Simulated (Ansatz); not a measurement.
Steps of a relaxation of C₃H₉AlSi (`C/[C]([AlH2])=C\[SiH3]`) with RKS PBE0-D4/def2-TZVP.

```sh
$ ansatz run in.yaml --threads 4 --pin off --events-out ev --progress --plain --max-ram 10444MiB
```

```yaml
crystal:
  periodic: [false, false, false]
  atoms:
    - {symbol: C, position_ang: [-1.172997, 0.335416, 0.963360]}
    - {symbol: C, position_ang: [0.108611, -0.358678, 0.550368]}
    - {symbol: Al, position_ang: [1.074956, -1.623565, 1.704552]}
    - {symbol: C, position_ang: [0.675451, -0.137618, -0.674777]}
    - {symbol: Si, position_ang: [-0.021705, 1.025433, -1.992404]}
    - {symbol: H, position_ang: [-1.500032, 0.063641, 1.986395]}
    - {symbol: H, position_ang: [-1.062216, 1.442308, 0.933407]}
    - {symbol: H, position_ang: [-2.008414, 0.083980, 0.272847]}
    - {symbol: H, position_ang: [0.538853, -1.981167, 3.175063]}
    - {symbol: H, position_ang: [2.413566, -2.278005, 1.114610]}
    - {symbol: H, position_ang: [1.613534, -0.672082, -0.925415]}
    - {symbol: H, position_ang: [-0.096118, 2.440891, -1.475466]}
    - {symbol: H, position_ang: [-1.422217, 0.623405, -2.383497]}
    - {symbol: H, position_ang: [0.845927, 1.006641, -3.220143]}
basis:
  gaussian: {orbitals: def2-TZVP}
hamiltonian: {xc: pbe0, dispersion: d4}
relax: {f_tol: 0.005, max_steps: 150}
```

Positions (Å) and forces (eV/Å) along the path, 10 of 39 steps:

```xyz
14
step=1 energy=-17722.2863 eV
C    -1.173    0.335    0.963   -0.254    0.188   -0.027
C     0.109   -0.359    0.550    0.316    0.118   -0.676
Al    1.075   -1.624    1.705   -0.013    0.037   -0.062
C     0.675   -0.138   -0.675   -0.148   -0.181    0.568
Si   -0.022    1.025   -1.992   -0.060    0.026    0.045
H    -1.500    0.064    1.986    0.187    0.117   -0.491
H    -1.062    1.442    0.933   -0.031   -0.533    0.021
H    -2.008    0.084    0.273    0.406    0.100    0.321
H     0.539   -1.981    3.175    0.065    0.048   -0.187
H     2.414   -2.278    1.115   -0.165    0.083    0.072
H     1.614   -0.672   -0.925   -0.484    0.254    0.165
H    -0.096    2.441   -1.475    0.031   -0.314   -0.104
H    -1.422    0.623   -2.383    0.314    0.068    0.090
H     0.846    1.007   -3.220   -0.165   -0.012    0.264
14
step=2 energy=-17722.3343 eV
C    -1.167    0.339    0.947   -0.090    0.051    0.034
C     0.109   -0.357    0.546    0.064    0.022   -0.143
Al    1.073   -1.615    1.690   -0.042    0.045   -0.035
C     0.668   -0.137   -0.665   -0.016   -0.037    0.082
Si   -0.028    1.020   -1.970    0.035   -0.043    0.037
H    -1.490    0.073    1.959    0.036    0.043   -0.136
H    -1.053    1.433    0.915   -0.005   -0.159    0.005
H    -1.991    0.086    0.262    0.125    0.025    0.096
H     0.541   -1.969    3.148    0.012   -0.001   -0.015
H     2.401   -2.263    1.105   -0.020    0.013    0.003
H     1.594   -0.669   -0.911   -0.126    0.082    0.026
H    -0.096    2.421   -1.456   -0.002   -0.075   -0.029
H    -1.412    0.613   -2.358    0.073    0.026    0.022
H     0.837    0.995   -3.183   -0.045    0.007    0.054
14
step=3 energy=-17722.3375 eV
C    -1.166    0.339    0.947   -0.005   -0.006   -0.006
C     0.107   -0.357    0.544   -0.003    0.003    0.017
Al    1.067   -1.612    1.686    0.002    0.005   -0.007
C     0.666   -0.138   -0.663    0.006    0.028   -0.006
Si   -0.025    1.015   -1.967    0.002   -0.013    0.016
H    -1.488    0.077    1.956    0.001   -0.004    0.007
H    -1.050    1.428    0.912    0.004    0.009   -0.003
H    -1.986    0.086    0.266   -0.009   -0.002   -0.007
H     0.542   -1.970    3.143   -0.001   -0.002    0.002
H     2.393   -2.255    1.096    0.005   -0.002   -0.002
H     1.592   -0.661   -0.906   -0.002   -0.018   -0.008
H    -0.096    2.411   -1.454    0.003    0.009    0.003
H    -1.405    0.612   -2.353   -0.006   -0.005   -0.005
H     0.836    0.994   -3.178    0.005   -0.003    0.000
14
step=4 energy=-17722.3374 eV rejected
C    -1.167    0.339    0.946    0.015    0.015    0.006
C     0.107   -0.354    0.545   -0.016   -0.013    0.011
Al    1.069   -1.610    1.686   -0.001   -0.006   -0.003
C     0.667   -0.135   -0.661   -0.017   -0.027   -0.026
Si   -0.024    1.017   -1.965    0.005    0.003    0.004
H    -1.489    0.078    1.955    0.000   -0.001    0.008
H    -1.053    1.428    0.910   -0.003    0.012   -0.001
H    -1.986    0.083    0.265   -0.002   -0.005   -0.006
H     0.544   -1.969    3.143    0.002    0.000    0.002
H     2.395   -2.252    1.095    0.001    0.000   -0.002
H     1.583   -0.673   -0.911    0.020    0.022    0.012
H    -0.094    2.413   -1.453   -0.001    0.004    0.000
H    -1.404    0.612   -2.352   -0.005   -0.002   -0.003
H     0.838    0.994   -3.175    0.004   -0.001   -0.003
14
step=7 energy=-17722.3377 eV
C    -1.169    0.341    0.947    0.000   -0.001    0.000
C     0.104   -0.355    0.547   -0.002   -0.001    0.001
Al    1.068   -1.612    1.683    0.000    0.000   -0.001
C     0.664   -0.137   -0.660    0.000    0.003    0.001
Si   -0.023    1.015   -1.965    0.000   -0.002    0.001
H    -1.487    0.086    1.960    0.001    0.001    0.000
H    -1.056    1.430    0.904   -0.002    0.001   -0.002
H    -1.991    0.080    0.271    0.001    0.000    0.002
H     0.550   -1.975    3.142    0.000   -0.001    0.000
H     2.393   -2.251    1.087    0.000    0.000    0.000
H     1.587   -0.667   -0.904    0.000    0.000   -0.002
H    -0.095    2.412   -1.453    0.000    0.001    0.000
H    -1.402    0.610   -2.357    0.000    0.000   -0.001
H     0.844    0.993   -3.172    0.001   -0.001    0.001
14
step=13 energy=-17722.3417 eV
C    -1.181    0.332    0.946   -0.024    0.041   -0.016
C     0.095   -0.359    0.545   -0.051   -0.038    0.013
Al    1.054   -1.631    1.671    0.006    0.012    0.005
C     0.664   -0.131   -0.655    0.034    0.030    0.007
Si   -0.002    1.041   -1.955   -0.013    0.000   -0.004
H    -1.382    0.251    2.018    0.013    0.024   -0.085
H    -1.158    1.399    0.686   -0.037   -0.088    0.035
H    -2.041   -0.108    0.423    0.086    0.029    0.057
H     0.557   -1.982    3.140   -0.006   -0.002   -0.002
H     2.367   -2.284    1.061   -0.005   -0.002   -0.004
H     1.585   -0.665   -0.900   -0.014   -0.010   -0.007
H    -0.075    2.433   -1.431    0.004    0.003    0.002
H    -1.377    0.647   -2.370    0.002    0.001   -0.002
H     0.881    1.027   -3.150    0.003   -0.002    0.001
14
step=21 energy=-17722.3598 eV
C    -1.199    0.309    0.949   -0.010    0.009    0.008
C     0.076   -0.365    0.535   -0.001   -0.006    0.007
Al    1.021   -1.663    1.646    0.003   -0.003    0.000
C     0.665   -0.106   -0.647   -0.015   -0.014   -0.025
Si    0.039    1.092   -1.946    0.002    0.004    0.001
H    -1.176    0.610    2.000    0.000    0.000   -0.010
H    -1.428    1.197    0.351   -0.001   -0.002   -0.004
H    -2.044   -0.381    0.846    0.008    0.000    0.016
H     0.526   -2.030    3.112   -0.002    0.000   -0.001
H     2.324   -2.322    1.023   -0.001   -0.001   -0.001
H     1.578   -0.649   -0.897    0.013    0.009    0.010
H    -0.029    2.483   -1.418   -0.001    0.002   -0.001
H    -1.325    0.721   -2.414    0.002    0.001   -0.002
H     0.960    1.074   -3.112    0.003    0.001    0.000
14
step=31 energy=-17722.3631 eV
C    -1.206    0.303    0.952    0.002    0.000   -0.001
C     0.066   -0.370    0.531    0.001    0.000   -0.001
Al    1.010   -1.676    1.636    0.001    0.001    0.001
C     0.658   -0.105   -0.649   -0.001   -0.001    0.001
Si    0.050    1.105   -1.945    0.001    0.001   -0.001
H    -1.112    0.743    1.949    0.002    0.004    0.002
H    -1.523    1.095    0.266   -0.002    0.000   -0.004
H    -2.023   -0.423    1.019   -0.002   -0.003    0.004
H     0.507   -2.062    3.094   -0.001   -0.002   -0.001
H     2.318   -2.325    1.012    0.000    0.000    0.000
H     1.578   -0.641   -0.892   -0.001    0.000    0.000
H    -0.028    2.491   -1.407   -0.001   -0.001    0.000
H    -1.304    0.737   -2.445    0.000    0.000    0.000
H     0.994    1.098   -3.094    0.001    0.001    0.000
14
step=38 energy=-17722.3638 eV
C    -1.203    0.308    0.956    0.005    0.001   -0.002
C     0.067   -0.367    0.533   -0.005   -0.005   -0.003
Al    1.000   -1.690    1.627    0.004    0.008    0.004
C     0.659   -0.101   -0.646    0.000   -0.003   -0.002
Si    0.054    1.108   -1.944   -0.001    0.000    0.002
H    -1.065    0.849    1.897    0.002    0.003    0.006
H    -1.583    1.019    0.216    0.000    0.003   -0.004
H    -1.992   -0.427    1.145   -0.003   -0.005    0.000
H     0.463   -2.126    3.059   -0.002   -0.002   -0.002
H     2.330   -2.306    1.018   -0.002   -0.002   -0.001
H     1.582   -0.634   -0.887    0.001    0.003    0.001
H    -0.040    2.492   -1.403    0.001    0.000    0.000
H    -1.292    0.733   -2.459    0.000    0.000    0.000
H     1.009    1.112   -3.083    0.000    0.000   -0.001
14
step=39 energy=-17722.3638 eV
C    -1.203    0.308    0.956    0.001   -0.002   -0.002
C     0.067   -0.367    0.533    0.001    0.003    0.002
Al    1.001   -1.688    1.628   -0.001   -0.001    0.000
C     0.659   -0.102   -0.646   -0.001   -0.003   -0.003
Si    0.054    1.108   -1.944    0.000    0.000    0.001
H    -1.065    0.847    1.899    0.001    0.001    0.003
H    -1.581    1.021    0.217    0.000    0.002   -0.002
H    -1.993   -0.427    1.143   -0.002   -0.002    0.000
H     0.463   -2.126    3.059    0.000    0.000    0.000
H     2.329   -2.307    1.018    0.000    0.000    0.000
H     1.582   -0.633   -0.887    0.001    0.002    0.001
H    -0.040    2.492   -1.403    0.000    0.000    0.000
H    -1.292    0.732   -2.459    0.000    0.000    0.000
H     1.008    1.112   -3.084    0.000    0.000    0.000
```

Hardware: 4 threads of an Arm Neoverse V2 on a shared host. Wall time 2.2 min, peak host memory 0.68 GiB.
